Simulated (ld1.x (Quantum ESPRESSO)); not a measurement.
antimony: excitation energies, all-electron against TM semilocal

```json
{
  "Element": "Sb (Z = 51)",
  "Generator": "ld1.x (Quantum ESPRESSO) 7.5",
  "Type": "norm-conserving Troullier–Martins (semilocal form)",
  "Functional": "PBEsol",
  "Relativity": "scalar-relativistic",
  "Frozen core": "[Ar] 3d10",
  "Valence charge": "23",
  "Reference configuration": "4s2 4p6 4d10 5s2 5p2 (charge +1)",
  "Partial waves": "4s (bound): rc 0.80 bohr; 4p (bound): rc 1.40 bohr; 4d (bound): rc 1.10 bohr",
  "Local potential": "the d channel",
  "Core correction": "none"
}
```

Occupied shells without a wave of their own: 5p, 5s. They enter only through the test configuration that unscreens the potential.

Energies are relative to the spin-unpolarised reference configuration 4s2 4p6 4d10 5s2 5p2; without spin polarisation the order of configurations can differ from experiment. The frozen-core shift is the all-electron ΔE with the core orbitals held at their reference shape minus the fully relaxed ΔE.

| valence configuration | charge | ΔE all-electron (eV) | error AE − PS (meV) | frozen-core shift (meV) |
| --- | --- | --- | --- | --- |
| 4s2 4p6 4d10 5s2 5p3 | 0 | -8.344 | +518 | -1.4 |
| 4s2 4p6 4d10 5s2 5p1 | +2 | 16.012 | -826 | +2.7 |
| 4s2 4p6 4d9 5s2 5p4 | 0 | 22.702 | +1467 | -6.8 |
| 4s2 4p5 4d10 5s2 5p3 | +1 | 101.454 | +867 | +46 |
| 4s2 4p6 4d10 5s1 5p4 | 0 | -0.202 | +889 | -1.0 |
| 4s2 4p6 4d10 5s0 5p5 | 0 | 8.149 | +1317 | -0.9 |

What are ΔE and the potential's error for 4s2 4p6 4d10 5s2 5p0?

ΔE = 40.456 eV all-electron; the error (AE − PS) is -2011 meV.

Levels in the configuration 4s2 4p6 4d9 5s2 5p4:

| level | all-electron (eV) | pseudo (eV) |
| --- | --- | --- |
| 4s | -155.731 | -154.802 |
| 4p | -108.437 | -107.554 |
| 4d | -39.418 | -38.602 |
| 5s | -14.746 | -14.628 |
| 5p | -5.912 | -6.325 |

ld1.x printed “convergence not achieved” for 6 of the counted tests; their residual had stalled under 1e-8, short of the target of 1e-14. The 5p, 5s levels have no wave, so the channel is fitted at the deeper level alone: the likely source of the large errors. A variational frozen-core shift is positive and of second order in the change. This column holds negative values, so the frozen-core run of ld1.x carries numerical noise or an error of first order here, and the column gives no more than the rough size of the effect.

The potential misses its own reference levels by up to 0.7 eV.
